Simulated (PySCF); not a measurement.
All of these have the formula C6H9NSi. Method used: TDDFT PBE0/def2-SVPD, vertical, gas phase, core orbitals frozen in the response (PySCF). Geometries: GFN2-xTB; one conformer of each isolated species. Triplets are in the Tamm–Dancoff approximation.

A. `N#C[C@H]1C=C(C[SiH3])C1`
B. `C#C[C@H]1[SiH2]CN1C=C`
C. `CCC1=C[C@@H](C#N)[SiH2]1`
D. `C#C[SiH2][C@H]1CN1C=C`

Lowest singlet levels (six at most, fewer where fewer were computed) with oscillator strengths:

1. 237 nm (f 0.023); 233 nm (f 0.002); 215 nm (f 0.098); 205 nm (f 0.065); 200 nm (f 0.001); 194 nm (f 0.098); T1 4.00 eV
2. 203 nm (f 0.012); 199 nm (f 0.014); 190 nm (f 0.018); 188 nm (f 0.008); 179 nm (f 0.083); 178 nm (f 0.160); T1 4.28 eV
3. 195 nm (f 0.009); 189 nm (f 0.386); 179 nm (f 0.001); 176 nm (f 0.029); 172 nm (f 0.032); 169 nm (f 0.005); T1 4.25 eV
4. 282 nm (f 0.002); 248 nm (f 0.009); 233 nm (f 0.014); 220 nm (f 0.145); 207 nm (f 0.029); 203 nm (f 0.067); T1 3.98 eV

Question: Which spectrum belongs to which structure?

Answer: 1 = D, 2 = C, 3 = A, 4 = B.
- A: S1 at 6.36 eV, HOMO→LUMO+1 (95%); Löwdin shares by element: HOMO carbon 68% or more, silicon 6% (atoms not listed hold the other 26%); LUMO carbon 60% or more, silicon 9% (atoms not listed hold the other 31%); HOMO -7.42 and LUMO -0.27 eV.
- B: S1 at 4.40 eV, HOMO→LUMO (99%); Löwdin shares by element: HOMO carbon 45% or more, nitrogen 31% (atoms not listed hold the other 24%); LUMO silicon 42%, hydrogen 24% or more, carbon 9% or more (atoms not listed hold the other 26%); HOMO -5.74 and LUMO -0.33 eV.
- C: S1 at 6.12 eV, HOMO→LUMO+1 (51%), HOMO→LUMO (31%); Löwdin shares by element: HOMO carbon 69% or more (atoms not listed hold the other 31%); LUMO carbon 58% or more, silicon 12% (atoms not listed hold the other 30%); HOMO -7.92 and LUMO -0.63 eV.
- D: S1 at 5.23 eV, HOMO→LUMO (97%); Löwdin shares by element: HOMO carbon 50% or more, nitrogen 31% (atoms not listed hold the other 19%); LUMO carbon 52% or more, silicon 22%, hydrogen 5% or more (atoms not listed hold the other 21%); HOMO -6.20 and LUMO -0.09 eV.
